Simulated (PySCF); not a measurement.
Which determinant of CaBe⁺ lies lowest?

Unrestricted PBE0; basis Ca def2-SVP, Be def2-SVP; no relativity; PySCF 2.14. Outer shells of the fragments: Ca+ 4s1; Be 2s2.

Followed along the bond (rough minima from three points):

```
2Ms+1   unpaired  ⟨S²⟩ at the start  R at minimum (Å)  Te (eV)
    2        σ ↑               0.78              3.03     0.00
    2        π ↑               0.75              2.58     0.66
    4  σ ↑↑, π ↑               3.75              2.97     2.48
```

Solutions found at the starting distance of 2.650 Å, counted from the lowest of them; the search is not exhaustive and high or unbound solutions are not listed, so other states can lie among these:

```csv
2Ms+1,unpaired,term,E (eV),⟨S²⟩,⟨Lz²⟩,μ (D)
2,σ ↑,²Σ⁺,0.00,0.78,0.00,-1.00
2,π ↑,²Π,0.47,0.75,1.00,-3.08
2,δ ↑,²Δ,1.79,0.75,4.00,1.30
4,"σ ↑↑, π ↑",⁴Π,2.38,3.75,1.00,-3.16
4,"σ ↑, π ↑↑",⁴Σ⁻,2.47,3.75,0.00,-3.34
4,σ ↑↑↑,⁴Σ⁺,2.91,3.75,0.00,0.23
2,"σ ↑↑, π ↓",mixed,3.28,1.75,1.00,-3.54
2,"σ ↑, π ↑↓",mixed,3.34,1.75,2.00,-2.80
4,"σ ↑↑, δ ↑",⁴Δ,4.11,3.75,4.00,-0.81
4,"σ ↑, π ↑, δ ↑",mixed,4.23,3.75,5.00,1.06
```

A term symbol is given only where ⟨S²⟩ and ⟨Lz²⟩ are close to those of a pure state; real π, δ and φ orbitals otherwise mix terms. A positive dipole points towards Be; it is taken about the centre of mass and depends on that origin.

Problem. Compare the gap between the two lowest followed solutions at the starting distance with the gap between their minima.

Solution. At PBE0 the second solution (doublet, unpaired electrons π ↑) lies +0.47 eV from the first (doublet, unpaired electrons σ ↑) at 2.650 Å and +0.66 eV at the minima; the two curves relax by different amounts, since their minima lie near 2.58 and 3.03 Å.

Counting both spins, an empty level lies below a filled one in some of these solutions, because spin and occupation are held.
